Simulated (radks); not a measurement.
Valence configurations of S (all share [Ne]). Method: scalar-relativistic Kohn-Sham, PBE, spin-polarised, spherical densities, finite nucleus; open shells are filled with parallel spins first; Fermi nuclear charge, rms radius 3.2611 fm; computed with a radial shooting solver on a logarithmic mesh with Libxc functionals. Energies are relative to 3s2 3p4; eigenvalues in eV for spin up.

| valence | E (eV) | moment (Bohr magnetons) | e(3p) | e(3s) |
|---|---|---|---|---|
| 3s2 3p4 | 0.000 | 2 | -7.689 | -18.001 |
| 3s1.5 3p4.5 | 5.078 | 2 | -8.022 | -18.440 |
| 3s1 3p5 | 10.161 | 2 | -8.356 | -18.875 |
| 3p6 | 21.590 | 0 | -8.076 | - |

NIST lists [Ne] 3s2 3p4 as the ground configuration; this level of theory agrees among the configurations tried. The energies are those of spherical high-spin densities, not of single terms.
